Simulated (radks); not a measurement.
Values are calculated unless marked as measured or tabulated.
Task: The mean radii <r> (bohr) of the occupied orbitals of an atom or ion are listed with their occupations. Code: a radial shooting solver on a logarithmic mesh with Libxc functionals. Model: scalar-relativistic Kohn-Sham, BLYP, spin-polarised, spherical densities, point nucleus.

| orbital | occ. | <r> |
|---|---|---|
| 1s down | 1 | 0.01743 |
| 1s up | 1 | 0.01743 |
| 2s up | 1 | 0.07360 |
| 2s down | 1 | 0.07360 |
| 2p up | 3 | 0.06623 |
| 2p down | 3 | 0.06623 |
| 3s up | 1 | 0.1904 |
| 3s down | 1 | 0.1904 |
| 3p up | 3 | 0.1913 |
| 3p down | 3 | 0.1913 |
| 3d up | 5 | 0.1733 |
| 3d down | 5 | 0.1733 |
| 4s up | 1 | 0.4233 |
| 4s down | 1 | 0.4233 |
| 4p up | 3 | 0.4505 |
| 4p down | 3 | 0.4505 |
| 4d up | 5 | 0.4785 |
| 4d down | 5 | 0.4784 |
| 5s up | 1 | 0.9804 |
| 5s down | 1 | 0.9793 |
| 4f up | 7 | 0.5359 |
| 4f down | 7 | 0.5354 |
| 5p up | 3 | 1.142 |
| 5p down | 3 | 1.141 |
| 5d up | 5 | 1.869 |
| 5d down | 4 | 1.900 |

Name the element and its charge. Open shells, if any, are filled with parallel spins first.

Result: Z = 77, iridium, charge 0: Ir in [Xe] 4f14 5d9. The 1s radius gives Z: for a bare nucleus <r> = (2 gamma + 1)/(2Z) with gamma = sqrt(1 - (Z/c)^2), 0.01724 bohr for Z = 77, and screening makes it slightly larger (0.01743 here). The occupations add up to 77, and the charge is Z minus that.
